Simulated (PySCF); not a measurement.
## Ionisation energy along the 14-electron series

Calculated with PySCF 2.14 and a two-component X2C-1e Hamiltonian (Gaussian nucleus, no Breit or QED terms), each ion in its own even-tempered basis scaled to its charge; GMP2 freezes 1s2 and drops the highest virtual spinors. Values in eV. NIST values: (m) measured, (s) semi-empirical, (t) theoretical.

```json
{"ion": "Tb⁵¹⁺", "configuration": "[Ne] 3s2 3p2", "GHF (spin-free)": "4638.2", "GMP2 (spin-free)": "4638.9", "GHF (screened spin-orbit)": "4763.4", "GMP2 (screened spin-orbit)": "4765.2", "NIST": "4760 ± 4 (t)"}
{"ion": "Dy⁵²⁺", "configuration": "[Ne] 3s2 3p2", "GHF (spin-free)": "4814.0", "GMP2 (spin-free)": "4814.7", "GHF (screened spin-orbit)": "4949.4", "GMP2 (screened spin-orbit)": "4951.2", "NIST": "4945 ± 4 (t)"}
{"ion": "Ho⁵³⁺", "configuration": "[Ne] 3s2 3p2", "GHF (spin-free)": "4993.4", "GMP2 (spin-free)": "4994.2", "GHF (screened spin-orbit)": "5139.7", "GMP2 (screened spin-orbit)": "5141.5", "NIST": "5135 ± 5 (t)"}
```

Between Z = 65 and Z = 67 the GMP2 (screened spin-orbit) value grows as Z to the power 2.51.
